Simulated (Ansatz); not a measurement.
BiH3O (SMILES [OH][BiH2]) moved off its minimum; all values from Ansatz (a first-principles code), cores frozen in correlated methods. Elements past Kr take the def2 small-core potentials, without spin–orbit coupling.
(charge 0, multiplicity 1)
```xyz
5

Bi    -0.10064    -0.14040     0.12330
H     -1.45082     0.00737    -0.70966
H      0.45244    -1.48620    -0.91152
O      0.98870     1.29348    -0.97587
H      1.53327     1.81517    -0.34076
```

Forces at HF/def2-TZVPP (eV/Å):

```tsv
atom	Fx	Fy	Fz
Bi1	3.634	0.039	1.398
H2	-2.996	0.476	-1.990
H3	-0.049	0.059	0.104
O4	0.691	0.629	2.130
H5	-1.280	-1.203	-1.642
```

Q: Give the forces (eV/Å), the total energy and the dipole at CCSD(T)/def2-TZVPPD.

A: 
| atom | Fx | Fy | Fz |
|---|---|---|---|
| Bi1 | 3.389 | -0.224 | 2.328 |
| H2 | -3.184 | 0.471 | -2.177 |
| H3 | 0.022 | -0.152 | -0.135 |
| O4 | 0.422 | 0.532 | 0.685 |
| H5 | -0.650 | -0.627 | -0.701 |
Energy -290.5711 hartree, dipole 2.58 D.
